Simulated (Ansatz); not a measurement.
Problem. Name a neutral molecule of F, In, O, Si and H with LUMO energy (PBE/def2-TZVPP) between -3.95 and -3.65 eV and HOMO energy (PBE0/def2-TZVPP) between -9.00 and -8.70 eV (Ansatz, PBE0-D4/def2-TZVP geometry).

Solution. `[F][In]([O][SiH3])[O][SiH3]` (-3.73 eV, -8.75 eV). Other molecules can fit too; these were computed, each in one conformer that needn't be the lowest.
